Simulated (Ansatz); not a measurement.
Consider the redistribution: `[F][GaH][SeH]` + `C=[CH][SnH3]` → `C=[CH][GaH][F]` + `[SeH][SnH3]`.

Gas-phase electronic energies from Ansatz, PBE0-D4/def2-TZVP geometries. CCSD(T)/CBS is the MP2 limit (def2-TZVPP, def2-QZVPP) plus CCSD(T) − MP2 in def2-TZVPP, frozen cores. DFT in def2-TZVPP. HSE06 is defined as in plane-wave codes. Elements past krypton have def2 core potentials. For Ga, Se, Sn outer-core shells are correlated without core-valence functions, which leaves a few kJ/mol of doubt a bond. Scalar relativity is left out up to krypton. One conformer a species, not always the lowest.

```tsv
level	ΔE (kJ/mol)
HSE06	8.5
CCSD/def2-TZVPP	13.2
HF/def2-QZVPP	4.2
SCS-MP2/def2-QZVPP	8.8
```

(1) What does CCSD(T)/CBS give? (Estimate.)

Largest T1 diagnostic among the species: 0.014.

## Answers

(1) The calculation gave: +7.3 kJ/mol. The listed levels differ from it by 1.2, 5.9, -3.1, 1.5 kJ/mol.

Leaving LDA and LC-ωPBE aside and taking each functional with its dispersion term where it has one, the values, not all of them listed here, spread over 4.2 kJ/mol, from BHLYP-D4 to B97M-V. In def2-TZVPP, CCSD(T) changes the Hartree–Fock value by +9.8 kJ/mol (the triples alone add +1.4 kJ/mol) and MP2 by +9.1 kJ/mol.
